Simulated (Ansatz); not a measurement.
A short molecular-dynamics run on `C[O][Mo](=[O])([F])([O]C)[O]C`.

```yaml
crystal:
  periodic: [false, false, false]
  atoms:
    - {symbol: C, position_ang: [1.647877, -2.054020, -0.578198]}
    - {symbol: O, position_ang: [0.637174, -1.283682, -1.149766]}
    - {symbol: Mo, position_ang: [-0.620281, -0.062451, -0.556537]}
    - {symbol: O, position_ang: [-2.022895, -0.460119, -1.355063]}
    - {symbol: F, position_ang: [-1.167484, 1.337137, 0.606460]}
    - {symbol: O, position_ang: [0.113553, 1.348392, -1.514133]}
    - {symbol: C, position_ang: [0.178875, 2.740519, -1.439707]}
    - {symbol: O, position_ang: [-0.624966, -1.028710, 1.054608]}
    - {symbol: C, position_ang: [-1.043315, -0.805979, 2.369542]}
    - {symbol: H, position_ang: [2.581755, -1.485613, -0.518662]}
    - {symbol: H, position_ang: [1.343624, -2.354318, 0.432252]}
    - {symbol: H, position_ang: [1.810249, -2.944116, -1.190683]}
    - {symbol: H, position_ang: [1.224798, 3.060341, -1.427177]}
    - {symbol: H, position_ang: [-0.318465, 3.173609, -2.312093]}
    - {symbol: H, position_ang: [-0.316906, 3.089542, -0.528264]}
    - {symbol: H, position_ang: [-0.228948, -1.048237, 3.058719]}
    - {symbol: H, position_ang: [-1.332567, 0.239143, 2.509596]}
    - {symbol: H, position_ang: [-1.899578, -1.450140, 2.590905]}
basis:
  gaussian: {orbitals: def2-SVP}
hamiltonian: {xc: {name: revPBE}, dispersion: d3bjatm}
md: {timestep: 1 fs, n_steps: 50, ensemble: nvt_langevin, temperature: 500, initial_velocities: maxwell_boltzmann, friction: 0.01, seed: 802}
```

```sh
$ ansatz run in.yaml --threads 4 --pin off --events-out ev --progress --plain --max-ram 46080MiB --backend cuda --devices 0, --max-vram 37GiB
```

```csv
step,time (fs),potential energy (eV),kinetic (eV),T (K),conserved (eV)
0,0.0,-16010.7922,1.0987,472,–
1,1.0,-16010.7926,1.1165,480,–
2,2.0,-16010.6964,1.0799,464,–
3,3.0,-16010.5596,0.9568,411,–
4,4.0,-16010.4422,0.8805,378,–
5,5.0,-16010.3881,0.7976,343,–
6,6.0,-16010.3861,0.8059,346,–
7,7.0,-16010.3779,0.8385,360,–
8,8.0,-16010.3614,0.7668,330,–
9,9.0,-16010.3820,0.8734,375,–
10,10.0,-16010.4399,0.8765,377,–
11,11.0,-16010.5039,0.9425,405,–
12,12.0,-16010.5403,1.0222,439,–
13,13.0,-16010.5102,0.9895,425,–
14,14.0,-16010.4266,0.9557,411,–
15,15.0,-16010.3399,0.8749,376,–
16,16.0,-16010.2996,0.8174,351,–
17,17.0,-16010.3189,0.8246,354,–
18,18.0,-16010.3667,0.8423,362,–
19,19.0,-16010.3974,0.8332,358,–
20,20.0,-16010.4034,0.8215,353,–
21,21.0,-16010.3958,0.7973,343,–
22,22.0,-16010.3963,0.7216,310,–
23,23.0,-16010.4239,0.7719,332,–
24,24.0,-16010.4660,0.8303,357,–
25,25.0,-16010.4545,0.8018,345,–
26,26.0,-16010.3753,0.6919,297,–
27,27.0,-16010.2829,0.6008,258,–
28,28.0,-16010.2306,0.5674,244,–
29,29.0,-16010.2516,0.6102,262,–
30,30.0,-16010.3106,0.6422,276,–
31,31.0,-16010.3191,0.7297,314,–
32,32.0,-16010.2173,0.6902,297,–
33,33.0,-16010.1199,0.6310,271,–
34,34.0,-16010.1584,0.6603,284,–
35,35.0,-16010.2860,0.7349,316,–
36,36.0,-16010.3673,0.8723,375,–
37,37.0,-16010.3234,0.8679,373,–
38,38.0,-16010.1937,0.8050,346,–
39,39.0,-16010.1011,0.7498,322,–
40,40.0,-16010.1523,0.8487,365,–
41,41.0,-16010.3093,0.9755,419,–
42,42.0,-16010.3919,1.0210,439,–
43,43.0,-16010.3122,0.8615,370,–
44,44.0,-16010.1807,0.7003,301,–
45,45.0,-16010.1352,0.6276,270,–
46,46.0,-16010.2028,0.7001,301,–
47,47.0,-16010.2983,0.7895,339,–
48,48.0,-16010.3298,0.8317,357,–
49,49.0,-16010.2943,0.8095,348,–
50,50.0,-16010.2440,0.7894,339,–
```

Velocities are drawn at the set temperature; a run this short doesn't reach equilibrium.

Frames (Å, forces in eV/Å):

```xyz
18
time=0.0 fs
C     1.648   -2.054   -0.578   -0.120    0.086   -0.149
O     0.637   -1.284   -1.150    0.276   -0.369   -0.463
Mo   -0.620   -0.062   -0.557    0.712    0.306    0.495
O    -2.023   -0.460   -1.355   -1.488   -0.402   -0.829
F    -1.167    1.337    0.606   -0.245    0.509    0.389
O     0.114    1.348   -1.514    0.308    0.246   -0.501
C     0.179    2.741   -1.440    0.033   -0.195   -0.094
O    -0.625   -1.029    1.055    0.090   -0.480    0.271
C    -1.043   -0.806    2.370    0.087   -0.134   -0.151
H     2.582   -1.486   -0.519    0.541    0.276    0.056
H     1.344   -2.354    0.432   -0.141   -0.174    0.552
H     1.810   -2.944   -1.191    0.139   -0.517   -0.306
H     1.225    3.060   -1.427    0.565    0.237    0.011
H    -0.318    3.174   -2.312   -0.265    0.296   -0.470
H    -0.317    3.090   -0.528   -0.264    0.210    0.491
H    -0.229   -1.048    3.059    0.414   -0.122    0.427
H    -1.333    0.239    2.510   -0.162    0.566    0.092
H    -1.900   -1.450    2.591   -0.479   -0.339    0.177
18
time=5.0 fs
C     1.652   -2.026   -0.516    1.025   -0.642   -1.382
O     0.634   -1.295   -1.139   -0.021    0.132    0.276
Mo   -0.621   -0.063   -0.540   -1.585   -0.293   -1.838
O    -2.079   -0.435   -1.391    1.300    0.229    0.851
F    -1.153    1.326    0.594   -0.315    0.739    0.718
O     0.136    1.355   -1.524    0.171   -0.719   -0.271
C     0.172    2.715   -1.511    0.586    2.822    0.155
O    -0.613   -1.043    1.082    0.108   -0.197   -1.863
C    -1.040   -0.824    2.332   -0.340   -0.196    3.599
H     2.647   -1.483   -0.631   -0.658   -0.096    0.591
H     1.393   -2.292    0.560    0.213    0.091   -0.840
H     1.786   -2.892   -1.244    0.003   -0.049    1.192
H     1.238    3.165   -1.586   -0.837   -0.811    0.418
H    -0.312    3.197   -2.413   -0.223   -0.557    0.300
H    -0.329    3.163   -0.573    0.466   -0.531   -0.802
H    -0.221   -1.208    3.027   -0.566    0.489   -0.066
H    -1.302    0.242    2.628    0.452   -0.417   -0.561
H    -1.957   -1.414    2.627    0.219    0.009   -0.477
18
time=10.0 fs
C     1.679   -2.011   -0.477   -0.804    0.211   -1.513
O     0.619   -1.308   -1.125    0.418   -0.058    0.468
Mo   -0.624   -0.064   -0.527   -2.444   -0.641   -3.320
O    -2.115   -0.402   -1.421    2.514    0.394    1.728
F    -1.128    1.324    0.593   -0.436    1.043    1.105
O     0.147    1.344   -1.532    0.210   -0.428   -0.111
C     0.168    2.738   -1.575   -0.774   -0.638   -1.109
O    -0.598   -1.067    1.076   -0.390    0.113   -0.189
C    -1.055   -0.852    2.377    0.478   -0.359    0.389
H     2.614   -1.476   -0.637    0.642    0.448    0.264
H     1.456   -2.239    0.566   -0.181    0.075    0.605
H     1.723   -2.909   -1.081    0.448   -1.156   -0.065
H     1.156    3.123   -1.687    1.658    0.380    0.162
H    -0.366    3.122   -2.463   -0.404   -0.136   -0.229
H    -0.304    3.135   -0.704   -0.607    0.668    1.352
H    -0.276   -1.288    3.018    0.072   -0.061    0.649
H    -1.191    0.207    2.645    0.033    0.421   -0.158
H    -2.001   -1.376    2.563   -0.434   -0.276   -0.029
18
time=15.0 fs
C     1.692   -1.999   -0.478    0.025   -0.585    0.302
O     0.612   -1.318   -1.096    0.891   -0.728   -0.047
Mo   -0.634   -0.069   -0.521   -1.989   -0.326   -3.053
O    -2.111   -0.361   -1.437    2.188    0.122    1.734
F    -1.109    1.333    0.594   -0.444    0.955    1.124
O     0.151    1.321   -1.543    0.286    0.735    0.042
C     0.157    2.761   -1.651    0.597   -0.534    2.092
O    -0.586   -1.094    1.078   -0.507    0.186    1.397
C    -1.065   -0.880    2.436    0.985    0.293   -0.807
H     2.653   -1.401   -0.590   -0.581   -0.581   -0.083
H     1.489   -2.144    0.636   -0.012    0.311   -0.715
H     1.760   -3.059   -0.907    0.211    1.055    0.099
H     1.279    3.119   -1.694   -1.829   -0.337   -0.259
H    -0.489    3.001   -2.516    0.297    0.418   -0.206
H    -0.335    3.201   -0.668    0.763   -0.568   -1.503
H    -0.333   -1.347    3.159   -0.555   -0.109   -0.411
H    -1.028    0.226    2.667   -0.489   -0.559   -0.165
H    -2.083   -1.333    2.470    0.164    0.252    0.458
18
time=20.0 fs
C     1.710   -1.998   -0.469    0.205    1.220    0.714
O     0.620   -1.340   -1.070    0.419   -0.527   -0.693
Mo   -0.646   -0.076   -0.523    0.123    0.403   -1.236
O    -2.080   -0.322   -1.427    0.585   -0.347    0.843
F    -1.097    1.366    0.610   -0.246    0.218    0.566
O     0.161    1.306   -1.558    0.162    0.799    0.168
C     0.153    2.769   -1.701   -1.144   -2.796   -0.742
O    -0.588   -1.119    1.104   -0.476    0.131    1.085
C    -1.056   -0.896    2.472    0.021    0.411   -1.729
H     2.668   -1.423   -0.564   -0.236   -0.134   -0.498
H     1.529   -1.973    0.613   -0.219   -0.284    0.656
H     1.846   -3.039   -0.765   -0.126   -0.454   -0.599
H     1.173    3.096   -1.714    1.183    0.519   -0.711
H    -0.522    2.985   -2.572    0.731    0.253    0.162
H    -0.273    3.188   -0.823   -0.941    0.638    1.513
H    -0.461   -1.419    3.238    0.251   -0.395   -0.176
H    -0.950    0.188    2.635   -0.293    0.296    0.370
H    -2.120   -1.208    2.499    0.001    0.048    0.307
18
time=25.0 fs
C     1.728   -1.975   -0.446   -0.597   -0.305    1.539
O     0.622   -1.368   -1.053   -0.351   -0.020   -0.854
Mo   -0.654   -0.083   -0.528    2.659    1.213    1.317
O    -2.040   -0.294   -1.407   -1.768   -0.834   -0.608
F    -1.093    1.399    0.632   -0.040   -0.539   -0.069
O     0.164    1.301   -1.563    0.135    0.691   -0.185
C     0.136    2.731   -1.752    0.651   -0.075    1.561
O    -0.598   -1.131    1.145   -0.542    0.214   -0.112
C    -1.046   -0.905    2.478    0.186    1.109   -0.344
H     2.653   -1.435   -0.694    0.345    0.186   -0.143
H     1.524   -1.864    0.686    0.520   -0.484   -0.932
H     1.840   -3.069   -0.728   -0.238    0.719    0.071
H     1.203    3.163   -1.869   -1.070   -0.681    0.187
H    -0.448    3.035   -2.640   -0.207   -0.253   -0.145
H    -0.335    3.195   -0.804    0.454   -0.382   -0.986
H    -0.517   -1.519    3.248    0.247    0.118   -0.445
H    -0.924    0.196    2.675    0.081   -0.412    0.345
H    -2.120   -1.105    2.605   -0.466   -0.265   -0.196
18
time=30.0 fs
C     1.740   -1.957   -0.398    0.937    0.132   -2.544
O     0.627   -1.404   -1.051   -1.127    0.771   -0.355
Mo   -0.655   -0.092   -0.527    3.566    1.437    2.238
O    -2.031   -0.279   -1.395   -2.538   -0.987   -1.131
F    -1.104    1.416    0.645    0.124   -0.957   -0.410
O     0.157    1.299   -1.565    0.163   -0.362   -0.035
C     0.123    2.682   -1.776   -0.780    0.685   -0.813
O    -0.614   -1.132    1.174   -0.454    0.578   -1.137
C    -1.043   -0.901    2.479   -0.370    0.339    0.924
H     2.679   -1.423   -0.837   -0.912   -0.719    0.883
H     1.611   -1.831    0.656    0.181    0.067    1.527
H     1.771   -3.036   -0.699    0.256    0.225    0.318
H     1.103    3.136   -1.990    0.755   -0.263    0.558
H    -0.412    3.029   -2.729   -0.241   -0.880    0.710
H    -0.359    3.189   -0.912    0.069    0.019    0.072
H    -0.488   -1.553    3.204   -0.099    0.044   -0.321
H    -0.879    0.149    2.804    0.228    0.155   -0.109
H    -2.143   -1.053    2.656    0.243   -0.285   -0.373
18
time=35.0 fs
C     1.759   -1.943   -0.375   -2.076   -0.282    1.425
O     0.621   -1.430   -1.056   -0.883    0.990    0.366
Mo   -0.650   -0.099   -0.520    1.812    1.020    1.570
O    -2.059   -0.273   -1.396   -0.996   -0.790   -0.213
F    -1.114    1.415    0.651    0.240   -1.024   -0.479
O     0.153    1.285   -1.563    0.171   -0.784    0.503
C     0.099    2.647   -1.821    0.934    0.614    0.649
O    -0.629   -1.128    1.193   -0.129    0.997   -2.008
C    -1.045   -0.890    2.502    0.210    0.431   -0.235
H     2.594   -1.506   -0.846    1.950    0.843   -0.563
H     1.738   -1.781    0.782   -0.081   -0.089   -1.558
H     1.720   -3.002   -0.617    0.411   -0.882    0.213
H     1.107    3.091   -2.010    0.150   -0.336    0.287
H    -0.432    2.858   -2.724   -1.088    0.040   -1.331
H    -0.363    3.256   -1.019   -0.135   -0.266    0.380
H    -0.453   -1.573    3.109    0.027   -0.635    0.770
H    -0.779    0.129    2.868   -0.293    0.120   -0.188
H    -2.129   -1.084    2.574   -0.225    0.032    0.410
18
time=40.0 fs
C     1.750   -1.933   -0.342    0.876   -1.610   -3.472
O     0.596   -1.447   -1.054    0.402    0.333    0.765
Mo   -0.644   -0.106   -0.506   -0.980    0.621   -0.087
O    -2.110   -0.285   -1.398    1.293   -0.444    1.106
F    -1.124    1.395    0.644    0.253   -0.719   -0.272
O     0.149    1.264   -1.554    0.270   -0.587    0.710
C     0.075    2.628   -1.865   -0.896    0.470   -0.810
O    -0.647   -1.117    1.185   -0.106    0.925   -0.933
C    -1.052   -0.888    2.530    0.910   -1.264   -0.446
H     2.713   -1.495   -0.850   -1.319   -0.648    0.654
H     1.796   -1.727    0.698   -0.413    0.604    1.702
H     1.761   -3.103   -0.479    0.121    1.710    0.182
H     1.144    3.015   -2.014   -1.056   -0.149   -0.095
H    -0.585    2.660   -2.864    1.246    0.521    1.662
H    -0.435    3.252   -1.019    0.545   -0.898   -1.024
H    -0.466   -1.660    3.145   -0.787    0.601   -0.262
H    -0.730    0.110    2.892   -0.453    0.173   -0.031
H    -2.145   -1.104    2.542    0.094    0.360    0.652
18
time=45.0 fs
C     1.744   -1.941   -0.346   -1.469    1.276    2.061
O     0.575   -1.455   -1.050    1.201   -0.323    0.452
Mo   -0.639   -0.110   -0.493   -2.480    0.282   -1.571
O    -2.142   -0.302   -1.395    2.419   -0.224    1.736
F    -1.133    1.363    0.639    0.170   -0.128    0.003
O     0.148    1.229   -1.549    0.563   -0.423    0.600
C     0.039    2.615   -1.913    0.351   -2.641    1.177
O    -0.665   -1.089    1.159   -0.407    0.230    0.914
C    -1.040   -0.909    2.545   -0.254    0.874   -1.421
H     2.674   -1.605   -0.760    0.919    0.660   -0.969
H     1.763   -1.585    0.772   -0.307   -0.349   -1.480
H     1.786   -3.018   -0.288   -0.362   -1.124   -0.283
H     1.043    2.947   -2.083    0.971    0.853   -0.421
H    -0.588    2.528   -2.750   -1.119    0.775   -2.113
H    -0.464    3.108   -1.113   -0.567    1.047    1.128
H    -0.581   -1.666    3.160    0.848   -0.755    0.446
H    -0.753    0.111    2.916   -0.208   -0.341   -0.181
H    -2.126   -1.087    2.655   -0.268    0.309   -0.079
18
time=50.0 fs
C     1.721   -1.931   -0.342    0.421   -0.799   -0.733
O     0.575   -1.480   -1.041    0.181    0.146   -0.417
Mo   -0.640   -0.109   -0.486   -2.072   -0.632   -1.667
O    -2.138   -0.318   -1.357    1.879   -0.186    1.296
F    -1.137    1.337    0.644    0.086    0.414    0.103
O     0.162    1.188   -1.543    0.581    1.572   -0.462
C     0.006    2.578   -1.938   -0.830   -0.513   -0.266
O    -0.683   -1.048    1.145   -0.440   -0.474    2.044
C    -1.030   -0.922    2.545   -0.538   -0.695   -0.310
H     2.720   -1.646   -0.837   -1.110   -0.196    0.216
H     1.658   -1.475    0.629    0.426    0.389    1.332
H     1.705   -3.061   -0.165   -0.091    0.821   -0.455
H     1.043    3.006   -2.226   -1.311   -0.364    0.536
H    -0.702    2.573   -2.871    1.027    0.175    1.196
H    -0.549    3.137   -1.077    1.009   -0.531   -1.081
H    -0.541   -1.728    3.195   -0.132    0.735   -0.861
H    -0.830    0.081    2.942    0.586    0.390   -0.013
H    -2.140   -1.021    2.713    0.327   -0.253   -0.456
```

Run time 92 s (4 threads of an AMD EPYC 7R13 on a shared host and a share of an NVIDIA H100 80 GB); peak host memory 0.89 GiB.
